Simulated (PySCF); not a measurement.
A structure optimised at PBE-D3(BJ)/def2-SVP, used in a PySCF frequency run:

```
Sn
F 1 1.9281
F 1 1.9281 2 109.47
F 1 1.9281 2 109.47 3 120.00
F 1 1.9281 2 109.47 3 -120.00
```
Charge 0, spin multiplicity 1.

Q: Write its SMILES, formula and point group.

A: [F][Sn]([F])([F])[F], F₄Sn, Td

Q: What are its rotational constants (standard atomic weights)?

A: 2.6832, 2.6832, 2.6832 GHz
